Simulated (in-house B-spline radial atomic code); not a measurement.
# Pb VI (Pb5+): [Xe] 4f14 (5d3/2)3 (5d5/2)6 (with a hole in an inner shell)

Level of theory: Dirac-Hartree-Fock, average of the jj configuration, Fermi nucleus of rms radius 5.5012 fm; calculated with a radial B-spline atomic code at the basis-set limit.

Effective charges: Z_r = [3n² - l(l+1)]/(2<r>) from the radius, Z_e = n√(-2ε) from the energy, and Slater's rules. Values are occupation-weighted means over j. An effective charge above Z reflects the relativistic contraction of the inner shells.

| shell | electrons | ε (eV) | <r> (bohr) | Z_r | Z_e | Slater |
| --- | --- | --- | --- | --- | --- | --- |
| 1s | 2 | -88658 | 0.01605 | 93.43 | 80.72 | 81.70 |
| 2s | 2 | -16058 | 0.06688 | 89.71 | 68.71 | 77.85 |
| 2p | 6 | -13932 | 0.06087 | 82.14 | 64.00 | 77.85 |
| 3s | 2 | -3972 | 0.1737 | 77.73 | 51.26 | 70.75 |
| 3p | 6 | -3343.8 | 0.1751 | 71.37 | 47.03 | 70.75 |
| 3d | 10 | -2632 | 0.16 | 65.61 | 41.73 | 60.85 |
| 4s | 2 | -984.85 | 0.384 | 62.50 | 34.03 | 54.25 |
| 4p | 6 | -773.1 | 0.4074 | 56.45 | 30.15 | 54.25 |
| 4d | 10 | -506.56 | 0.43 | 48.84 | 24.41 | 42.85 |
| 5s | 2 | -225.92 | 0.862 | 43.50 | 20.37 | 24.35 |
| 4f | 14 | -218.56 | 0.4519 | 39.84 | 16.03 | 31.45 |
| 5p | 6 | -163.76 | 0.97 | 37.63 | 17.35 | 24.35 |
| 5d | 9 | -86.321 | 1.222 | 28.24 | 12.59 | 11.20 |

The least bound orbital is 5d5/2 at -85.39 eV, and it is also the most diffuse (<r> = 1.234 bohr).

For the 1s electron the small component carries 9.78 % of the norm, the zero-frequency Breit interaction raises the level by 343.4 eV, self-energy by 222.9 eV, and vacuum polarisation lowers it by 47.57 eV.
